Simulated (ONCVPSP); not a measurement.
**Before and after: ONCV potential for cobalt**

cobalt (Co), optimised norm-conserving Vanderbilt (ONCV), made with ONCVPSP 4.0.1 (PBEsol, fully relativistic). Core [Ne], reference 3s2 3p6 3d7 4s2. Waves: 3s+4s: rc 1.05 bohr, ncon 4, nbas 7, qcut 12.9 1/bohr, 2 projectors; 3p: rc 0.75 bohr, ncon 4, nbas 7, qcut 10 1/bohr, 2 projectors, debl 1.8 Ha; 3d: rc 1.40 bohr, ncon 3, nbas 8, qcut 13.6 1/bohr, 3 projectors, debl 2.9 Ha. Local part: polynomial inside 0.55 bohr (lpopt 5, dvloc0 0 Ha). Core correction: Teter function, fcfact 2, rcfact 1.5.

Open shells are filled in proportion to 2j + 1.

In the p channel the program set the typed energies aside and used -2.384, 0.250 Ha (j = l + 1/2; the other j can differ).

All-electron outer shells of the reference configuration (PBEsol, scalar-relativistic, ld1.x):

| shell | level (eV) | outermost node (bohr) | outermost maximum (bohr) |
| --- | --- | --- | --- |
| 2p | -769.45 | – | 0.17 |
| 3s | -102.14 | 0.31 | 0.66 |
| 3p | -65.51 | 0.28 | 0.68 |
| 3d | -8.23 | – | 0.66 |
| 4s | -5.49 | 0.96 | 2.32 |

Change: core correction none.

Cutoffs: the cutoffs (Ha) at which the residual kinetic energy of the hardest occupied pseudo-wave falls to 1 and 0.1 mHa per electron; they do not see the model core or the augmentation charge, which bear on the density cutoff. Errors are all-electron minus pseudo energies relative to the spin-unpolarised reference configuration.

What does the change do?

The potential gets neither clearly harder nor softer (117 Ha and 242 Ha → 117 Ha and 242 Ha); the errors of the 4 common tests hardly move; neither file shows a bound ghost.

| quantity | base | changed |
| --- | --- | --- |
| cutoff, loose | 117 Ha | 117 Ha |
| cutoff, tight | 242 Ha | 242 Ha |
| bound ghosts | none | none |
| GHOST(+) flags under 300 eV | none | none |
| error for 3s2 3p6 3d7 4s1, meV [ΔE 9.05 eV] | +1.2 | +1.2 |
| error for 3s2 3p6 3d7 4s0, meV [ΔE 25.74 eV] | +5.9 | +6.0 |
| error for 3s2 3p6 3d6 4s0, meV [ΔE 61.58 eV] | +9.8 | +9.9 |
| error for 3s2 3p6 3d7.5 4s1.5, meV [ΔE -0.96 eV] | +3.1 | +3.2 |
| s: phases at 1.06 bohr within 0.05 rad from the reference energy up to (Ha; the scan ends near 5) | to the end of the scan | to the end of the scan |
| p3/2: phases at 0.76 bohr within 0.05 rad from the reference energy up to (Ha; the scan ends near 5) | to the end of the scan | to the end of the scan |
| p1/2: phases at 0.76 bohr within 0.05 rad from the reference energy up to (Ha; the scan ends near 5) | to the end of the scan | to the end of the scan |
| d5/2: phases at 1.42 bohr within 0.05 rad from the reference energy up to (Ha; the scan ends near 5) | to the end of the scan | to the end of the scan |
| d3/2: phases at 1.42 bohr within 0.05 rad from the reference energy up to (Ha; the scan ends near 5) | to the end of the scan | to the end of the scan |
